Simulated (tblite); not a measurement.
Species: C5H10AlClO.
SMILES with atom numbers: `[CH2:1]=[CH:2][Al:3]([Cl:4])[O:5][CH:6]([CH3:7])[CH3:8]` (hydrogens: H9, H10 on C1; H11 on C2; H12 on C6; H13, H14, H15 on C7; H16, H17, H18 on C8)

Computed with GFN2-xTB (tblite), gas phase: L-BFGS steps from a force-field or distance-geometry start until the largest atomic force falls under 0.01 eV/Å.

Step 36: E = -695.9479 eV
```
atom  x, y, z in Å  |  force x, y, z in eV/Å
C1      3.5625    0.7176    1.3088   -0.047   0.019  -0.012
C2      2.3501    0.3848    0.8853   -0.081  -0.028   0.113
Al3     1.5819   -0.7734   -0.5236    0.080  -0.056  -0.113
Cl4     2.4298   -2.3593   -1.4750   -0.041   0.109  -0.004
O5      0.0192   -0.3240   -0.7917   -0.090  -0.105   0.044
C6     -1.2754    0.1998   -0.6883   -0.055   0.050  -0.014
C7     -1.8400    0.4775   -2.0778    0.007  -0.004  -0.042
C8     -2.1810   -0.7392    0.1125    0.014  -0.033  -0.023
H9      4.4719    0.3775    0.8362   -0.061  -0.034   0.060
H10     3.6710    1.3740    2.1640    0.207   0.011  -0.054
H11     1.5138    0.8161    1.4409    0.010   0.057   0.018
H12    -1.1988    1.1476   -0.1445    0.025   0.133   0.046
H13    -1.8195   -0.4304   -2.6738    0.085  -0.049  -0.030
H14    -2.8685    0.8184   -2.0162   -0.035   0.082   0.084
H15    -1.2394    1.2407   -2.5662   -0.004  -0.028  -0.077
H16    -2.8976   -0.1751    0.7035   -0.003   0.004  -0.034
H17    -2.7222   -1.4069   -0.5473   -0.024  -0.120  -0.080
H18    -1.5669   -1.3392    0.7769    0.013  -0.011   0.117
```

Step 37: E = -695.9550 eV
```
atom  x, y, z in Å  |  force x, y, z in eV/Å
C1      3.5662    0.7143    1.3107   -0.055   0.028  -0.019
C2      2.3500    0.3793    0.9007   -0.104  -0.027   0.037
Al3     1.5836   -0.7679   -0.5235    0.013  -0.033  -0.044
Cl4     2.4265   -2.3484   -1.4841   -0.017   0.091  -0.019
O5      0.0166   -0.3301   -0.7982   -0.055  -0.081   0.051
C6     -1.2764    0.2014   -0.6881    0.013   0.035  -0.007
C7     -1.8422    0.4801   -2.0781   -0.027  -0.019  -0.045
C8     -2.1821   -0.7407    0.1092   -0.013  -0.062   0.003
H9      4.4731    0.3636    0.8426   -0.049  -0.042   0.041
H10     3.6770    1.3868    2.1512    0.232   0.021  -0.001
H11     1.5222    0.8280    1.4548   -0.010   0.031   0.000
H12    -1.1873    1.1449   -0.1331   -0.029   0.068  -0.035
H13    -1.8249   -0.4343   -2.6667    0.098  -0.012  -0.026
H14    -2.8721    0.8209   -2.0227   -0.004   0.079   0.115
H15    -1.2437    1.2396   -2.5762    0.004  -0.050  -0.038
H16    -2.9026   -0.1726    0.6917   -0.009  -0.020  -0.022
H17    -2.7198   -1.4172   -0.5470    0.004  -0.058  -0.084
H18    -1.5731   -1.3411    0.7807    0.007   0.052   0.092
```

Step 38: E = -695.9603 eV
```
atom  x, y, z in Å  |  force x, y, z in eV/Å
C1      3.5703    0.7127    1.3128   -0.033   0.032  -0.012
C2      2.3518    0.3739    0.9131   -0.089  -0.012  -0.010
Al3     1.5845   -0.7645   -0.5220   -0.091   0.040   0.034
Cl4     2.4193   -2.3389   -1.4890    0.026   0.029  -0.061
O5      0.0130   -0.3342   -0.8015    0.029  -0.061   0.054
C6     -1.2781    0.2031   -0.6892    0.049   0.006   0.008
C7     -1.8458    0.4813   -2.0795   -0.041  -0.029  -0.022
C8     -2.1831   -0.7434    0.1043   -0.023  -0.071   0.034
H9      4.4766    0.3539    0.8514   -0.035  -0.061   0.003
H10     3.6891    1.3977    2.1414    0.208   0.019   0.024
H11     1.5321    0.8361    1.4660   -0.056   0.022  -0.002
H12    -1.1836    1.1450   -0.1280   -0.058   0.013  -0.086
H13    -1.8321   -0.4378   -2.6626    0.090   0.021  -0.019
H14    -2.8754    0.8253   -2.0215    0.023   0.066   0.108
H15    -1.2478    1.2367   -2.5848    0.007  -0.055  -0.019
H16    -2.9077   -0.1733    0.6798   -0.032  -0.039  -0.023
H17    -2.7139   -1.4272   -0.5526    0.029  -0.010  -0.057
H18    -1.5782   -1.3399    0.7856   -0.004   0.090   0.046
```

Task: Estimate the geometry and energy of step 39. (The exact step hangs on the optimiser's Hessian estimate; all steps are aligned on step 38, rigid shifts and turns removed.)

Result: E = -695.9652 eV, largest force 0.151 eV/Å
```
atom  x, y, z in Å  |  force x, y, z in eV/Å
C1      3.5737    0.7117    1.3151   -0.012   0.027  -0.010
C2      2.3530    0.3682    0.9242   -0.036   0.034  -0.019
Al3     1.5825   -0.7605   -0.5191   -0.097   0.059   0.098
Cl4     2.4119   -2.3283   -1.4935    0.059  -0.017  -0.091
O5      0.0091   -0.3406   -0.8028    0.045  -0.004   0.039
C6     -1.2792    0.2036   -0.6908    0.055  -0.038   0.020
C7     -1.8493    0.4815   -2.0813   -0.038  -0.024   0.021
C8     -2.1843   -0.7468    0.0994   -0.025  -0.044   0.032
H9      4.4797    0.3449    0.8613   -0.025  -0.088  -0.045
H10     3.7060    1.4084    2.1322    0.146   0.007   0.036
H11     1.5404    0.8432    1.4748   -0.100   0.021   0.004
H12    -1.1828    1.1454   -0.1273   -0.064  -0.028  -0.109
H13    -1.8388   -0.4402   -2.6604    0.069   0.037  -0.020
H14    -2.8777    0.8303   -2.0149    0.047   0.046   0.077
H15    -1.2514    1.2333   -2.5922    0.005  -0.054  -0.004
H16    -2.9116   -0.1748    0.6686   -0.081  -0.048  -0.030
H17    -2.7059   -1.4363   -0.5611    0.042   0.028  -0.012
H18    -1.5844   -1.3364    0.7915    0.009   0.089   0.013
```

The energy changes by -0.0050 eV. The first-order estimate −F·Δx gives -0.0069 eV and the mean of the old and new forces, exact on a quadratic surface, -0.0049 eV. The step makes an angle of 67° with the force vector and moves no atom by more than 0.022 Å.

The cost below is that of the whole relaxation. The run took 1.9 s of wall time on one thread of an Arm Neoverse N1, no GPU, shared host.
